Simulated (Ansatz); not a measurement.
(CdO)2 ring (Cd₂O₂). The state is a singlet with charge 0. Geometry r2SCAN-D4/def2-TZVP.

Cartesian coordinates in Å:
```
Cd 0.800 -0.710 0.831
O 0.216 1.306 0.909
Cd -0.799 0.710 -0.831
O -0.216 -1.306 -0.909
```

In the def2 sets Cd takes a core potential; there is no spin–orbit coupling. The restricted singlet is unstable towards broken spin symmetry at other levels; at PBE-D4/def2-SVP, revPBE-D4/def2-TZVP, r2SCAN-D4/def2-TZVP, PBE0-D4/def2-SVP and others this wasn't settled. The geometry of the singlet was relaxed on an unsound state (restricted singlet, unstable towards broken spin symmetry at other levels and untested here).

**Question.** Estimate the orbital energies around the gap (eV) in Ansatz with PBE-D4/def2-SVP, revPBE-D4/def2-TZVP, r2SCAN-D4/def2-TZVP, PBE0-D4/def2-SVP, BHLYP-D4/def2-TZVP.

**Answer.** 
```json
{"orbital": "HOMO−9", "PBE-D4/def2-SVP": "-12.42", "revPBE-D4/def2-TZVP": "-12.40", "r2SCAN-D4/def2-TZVP": "-12.93", "PBE0-D4/def2-SVP": "-14.61", "BHLYP-D4/def2-TZVP": "-16.82"}
{"orbital": "HOMO−8", "PBE-D4/def2-SVP": "-12.40", "revPBE-D4/def2-TZVP": "-12.37", "r2SCAN-D4/def2-TZVP": "-12.88", "PBE0-D4/def2-SVP": "-14.58", "BHLYP-D4/def2-TZVP": "-16.82"}
{"orbital": "HOMO−7", "PBE-D4/def2-SVP": "-12.36", "revPBE-D4/def2-TZVP": "-12.33", "r2SCAN-D4/def2-TZVP": "-12.84", "PBE0-D4/def2-SVP": "-14.52", "BHLYP-D4/def2-TZVP": "-16.71"}
{"orbital": "HOMO−6", "PBE-D4/def2-SVP": "-12.27", "revPBE-D4/def2-TZVP": "-12.24", "r2SCAN-D4/def2-TZVP": "-12.76", "PBE0-D4/def2-SVP": "-14.45", "BHLYP-D4/def2-TZVP": "-16.64"}
{"orbital": "HOMO−5", "PBE-D4/def2-SVP": "-7.48", "revPBE-D4/def2-TZVP": "-7.57", "r2SCAN-D4/def2-TZVP": "-7.77", "PBE0-D4/def2-SVP": "-8.59", "BHLYP-D4/def2-TZVP": "-9.94"}
{"orbital": "HOMO−4", "PBE-D4/def2-SVP": "-7.24", "revPBE-D4/def2-TZVP": "-7.22", "r2SCAN-D4/def2-TZVP": "-7.41", "PBE0-D4/def2-SVP": "-8.11", "BHLYP-D4/def2-TZVP": "-9.14"}
{"orbital": "HOMO−3", "PBE-D4/def2-SVP": "-6.20", "revPBE-D4/def2-TZVP": "-6.19", "r2SCAN-D4/def2-TZVP": "-6.39", "PBE0-D4/def2-SVP": "-7.06", "BHLYP-D4/def2-TZVP": "-8.39"}
{"orbital": "HOMO−2", "PBE-D4/def2-SVP": "-5.61", "revPBE-D4/def2-TZVP": "-5.68", "r2SCAN-D4/def2-TZVP": "-5.97", "PBE0-D4/def2-SVP": "-6.88", "BHLYP-D4/def2-TZVP": "-8.12"}
{"orbital": "HOMO−1", "PBE-D4/def2-SVP": "-5.01", "revPBE-D4/def2-TZVP": "-5.10", "r2SCAN-D4/def2-TZVP": "-5.36", "PBE0-D4/def2-SVP": "-6.18", "BHLYP-D4/def2-TZVP": "-7.76"}
{"orbital": "HOMO", "PBE-D4/def2-SVP": "-4.90", "revPBE-D4/def2-TZVP": "-5.07", "r2SCAN-D4/def2-TZVP": "-5.28", "PBE0-D4/def2-SVP": "-5.97", "BHLYP-D4/def2-TZVP": "-7.25"}
{"orbital": "LUMO", "PBE-D4/def2-SVP": "-4.28", "revPBE-D4/def2-TZVP": "-4.26", "r2SCAN-D4/def2-TZVP": "-4.22", "PBE0-D4/def2-SVP": "-3.51", "BHLYP-D4/def2-TZVP": "-2.95"}
{"orbital": "LUMO+1", "PBE-D4/def2-SVP": "-3.26", "revPBE-D4/def2-TZVP": "-3.25", "r2SCAN-D4/def2-TZVP": "-3.17", "PBE0-D4/def2-SVP": "-2.37", "BHLYP-D4/def2-TZVP": "-1.75"}
{"orbital": "LUMO+2", "PBE-D4/def2-SVP": "-0.68", "revPBE-D4/def2-TZVP": "-0.71", "r2SCAN-D4/def2-TZVP": "-0.48", "PBE0-D4/def2-SVP": "0.07", "BHLYP-D4/def2-TZVP": "0.50"}
{"orbital": "LUMO+3", "PBE-D4/def2-SVP": "-0.35", "revPBE-D4/def2-TZVP": "-0.27", "r2SCAN-D4/def2-TZVP": "0.02", "PBE0-D4/def2-SVP": "0.34", "BHLYP-D4/def2-TZVP": "0.85"}
{"orbital": "LUMO+4", "PBE-D4/def2-SVP": "0.55", "revPBE-D4/def2-TZVP": "0.43", "r2SCAN-D4/def2-TZVP": "0.84", "PBE0-D4/def2-SVP": "1.37", "BHLYP-D4/def2-TZVP": "1.69"}
{"orbital": "LUMO+5", "PBE-D4/def2-SVP": "0.67", "revPBE-D4/def2-TZVP": "0.60", "r2SCAN-D4/def2-TZVP": "0.96", "PBE0-D4/def2-SVP": "1.58", "BHLYP-D4/def2-TZVP": "2.08"}
```
